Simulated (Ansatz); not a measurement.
Basis-set extrapolation for FH3MgOSi, SMILES `[F][Mg][O][SiH3]` (PBE0-D4/def2-TZVP geometry, frozen core, the Gaussian-basis code of Ansatz). Multiplicity 1, RHF reference. For Mg the program correlates outer-core shells too, which these sets cover unevenly, so the extrapolated numbers aren't a true limit.

```
                      def2-TZVPP   def2-QZVPP
                 HF  -664.843506  -664.872789
    MP2 correlation    -0.816640    -0.911953
CCSD(T) correlation    -0.861316    -0.957638
```

Energies in hartree. Use E(X) = E(∞) + A·exp(−7.88·√X) for Hartree–Fock and E(X) = E(∞) + B·X^(−2.97) for correlation, with X = 3 and 4.

Question: What is the CCSD(T) energy at the basis-set limit?

Answer: HF limit: -664.872789 + (-0.029283) × 0.13774 = -664.87682. Correlation limit: -0.957638 + (-0.096322) × 0.74074 = -1.02899. Total: -665.90581 hartree, 527.7 kJ/mol below CCSD(T)/def2-TZVPP.
